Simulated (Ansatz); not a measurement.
System: As₂, charge 1, doublet. As2+ (parent SMILES [As]#[As], doublet).
B3LYP-D3(BJ)/def2-TZVP minimum from Ansatz (a first-principles code):
```
As
As 1 2.2054
```
Charge +1, spin multiplicity 2.

Total energies in aug-cc-pVQZ, 9 correlated electrons, 28 frozen orbitals. UHF or UKS for unpaired electrons; spin-orbit terms are left out. Cores are frozen in correlated methods (noble-gas shells, and filled d and f shells in the p block). No relativity. The UHF reference of As2+ (parent SMILES [As]#[As], doublet) is spin-contaminated (<S^2> up to 0.58 over the pure value in the sets run). The spin of As2+ (parent SMILES [As]#[As], doublet) was assumed, and the state is the lowest solution found for it.

```csv
method,program,energy (Eh),minus CCSDT(Q) (mEh)
HF,Ansatz,-4468.19520,252.15
MP2,Ansatz,-4468.38700,60.34
CCSD,Ansatz,-4468.42666,20.69
CCSD(T),Ansatz,-4468.44294,4.40
CCSDT(Q),Ansatz,-4468.44734,0.00
```

Rough core times of Ansatz's runs on a shared machine: CCSD(T) 20 min, CCSDT(Q) 2 h.
